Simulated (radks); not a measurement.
Question: All-electron atom: F II in [He] 2s2 2p4. All-electron calculation, Dirac Kohn-Sham, SOGGA, spin-unpolarised, spherical densities, point nucleus; open shells are shared between the two j in proportion to 2j + 1. Program: a radial shooting solver on a logarithmic mesh with Libxc functionals. Some entries of the table are withheld. Estimate them.

| orbital | occ. | eigenvalue (eV) | <r> (bohr) |
|---|---|---|---|
| 1s1/2 | 2 | (1) | (2) |
| 2s1/2 | 2 | (3) | 0.9632 |
| 2p1/2 | 1.33333 | (4) | (5) |
| 2p3/2 | 2.66667 | (6) | (7) |

Answer: 
(1) 1s1/2 eigenvalue (eV): -681.6402
(2) 1s1/2 <r> (bohr): 0.1766
(3) 2s1/2 eigenvalue (eV): -47.0790
(4) 2p1/2 eigenvalue (eV): -28.1409
(5) 2p1/2 <r> (bohr): 0.9827
(6) 2p3/2 eigenvalue (eV): -28.0667
(7) 2p3/2 <r> (bohr): 0.9845
